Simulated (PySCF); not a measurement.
C2H6ClFSi, SMILES F[C@@H](Cl)C[SiH3]. Atoms are numbered in the order given.

```xyz
11

F     -1.1005    -1.3613     0.3877
C     -0.9710    -0.2699    -0.4172
Cl    -1.1322     1.2224     0.5986
C      0.3607    -0.3016    -1.1337
Si     1.9159    -0.2457    -0.0281
H     -1.8319    -0.2482    -1.1019
H      0.4067     0.5373    -1.8466
H      0.3908    -1.2305    -1.7296
H      1.7873    -1.1845     1.1187
H      3.0676    -0.6675    -0.8783
H      2.1700     1.1325     0.4702
```
Charge 0, spin multiplicity 1.

Geometry: B3LYP-D3(BJ)/def2-SVP. The structure was generated by enumeration; whether it is a known compound was not checked. One conformer was computed; it need not be the lowest.

These are B3LYP/pcSseg-1 in PySCF values and carry that method's errors.

GIAO shieldings, no solvent; atoms listed in one row are averaged. δ = σ(ref) − σ: ¹⁹F against CFCl3 (σ = 161.7 ppm); ¹³C against TMS (σ = 181.3 ppm); ³⁵Cl against HCl (σ = 933.3 ppm); ²⁹Si against TMS (σ = 338.7 ppm); ¹H against TMS (σ = 31.68 ppm), references at their B3LYP-D3(BJ)/def2-TZVP geometries, non-relativistic (without spin–orbit terms, shifts of atoms bonded to Cl or Br come out too high).

Task: Estimate the chemical shifts. (An estimate is asked for; the answer gives what the named calculation found.)

Result: 
```csv
nucleus,atoms,count,δ (ppm)
¹⁹F,F1,1,-143.7
¹³C,C2,1,116.5
¹³C,C4,1,26.6
³⁵Cl,Cl3,1,279.5
²⁹Si,Si5,1,-77.1
¹H,H6,1,6.86
¹H,"H9, H10, H11",3,4.20
¹H,H8,1,1.82
¹H,H7,1,1.63
```
